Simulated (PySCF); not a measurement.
Run record: geometry optimisation, InH2Cl (`[H][In]([H])[Cl]`).

Computed with PBE0-D3(BJ)/def2-SVP geometry optimisation, gas phase, def2 core potentials past Kr (PySCF 2.14.0). Start geometry: GFN2-xTB. A driver script takes a list of jobs; this job's settings line and coordinates (Å) are shown.

Input:
```
{"job": {"xc": "PBE0", "basis": "def2-SVP", "d3": "d3bj", "grid": 1, "maxiter": 40, "kind": "geom"}, "charge": 0, "multiplicity": 1}
In     0.070210     0.117850    -0.000370
H      1.783010     0.101380     0.011370
H     -0.755080     1.618480    -0.019870
Cl    -1.098140    -1.837720     0.008870
```

Output:
```
step   0  E = -651.25293720  max force = 0.024469
step   1  E = -651.25668088  max force = 0.005173
step   2  E = -651.25691233  max force = 0.000400
step   3  E = -651.25692196  max force = 0.000154
optimisation converged
```

Energies in Eh; «max force» is the largest Cartesian gradient component in Eh/bohr.

Question: Give the first gradient maximum in eV/Å.

Answer: With 1 Eh/bohr = 51.422 eV/Å, 1.258 eV/Å.

Question: How much energy does the optimisation release, in kcal/mol?

Answer: E(step 0) − E(last step) = 0.003985 Eh, which is 2.5 kcal/mol.

Summary of the converged run: final energy -651.25692 Eh after 3 steps; dipole 2.79 D.

Question: Estimate the wall time. Hardware: one thread, x86-64 server, on a shared host.

Answer: About 6.6 s.
Labels such as C1 count atoms from 1, the log's own numbers from 0.
